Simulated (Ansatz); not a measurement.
`O[SiH](Cl)[S][GeH2][Cl]` at its PBE0-D4/def2-TZVP geometry, where that method's forces vanish. Charge 0, multiplicity 1.

```csv
atom,x (Å),y (Å),z (Å)
O1,-0.112,-1.568,0.526
Si2,0.339,-0.257,1.389
Cl3,1.694,-0.733,2.847
S4,1.322,1.076,0.071
Ge5,0.005,0.805,-1.692
Cl6,-2.055,1.094,-1.119
H7,-0.849,-2.088,0.854
H8,-0.821,0.347,2.073
H9,0.107,-0.602,-2.279
H10,0.371,1.926,-2.670
```

Q: For each bond, give half the difference of the two atoms' forces along it (eV/Å; positive pushes the atoms apart) under PBE-D4, r2SCAN-D4, B3LYP-D4, ωB97M-V in def2-TZVPP. (Estimate.)

A: Computed: 
```tsv
bond	length (Å)	PBE-D4	r2SCAN-D4	B3LYP-D4	ωB97M-V
O1–Si2	1.634	0.32	0.05	0.12	0.13
O1–H7	0.959	0.31	0.01	-0.03	-0.05
Si2–Cl3	2.046	0.15	0.05	0.15	0.05
Si2–S4	2.117	0.09	0.04	0.10	0.01
Si2–H8	1.476	-0.01	-0.06	-0.18	-0.21
S4–Ge5	2.217	0.15	0.03	0.18	0.03
Ge5–Cl6	2.158	0.22	0.06	0.28	0.07
Ge5–H9	1.528	0.06	-0.05	-0.08	-0.11
Ge5–H10	1.532	0.06	-0.06	-0.11	-0.11
```

B3LYP here is the variant with VWN-RPA as its local correlation; programs differ in this.
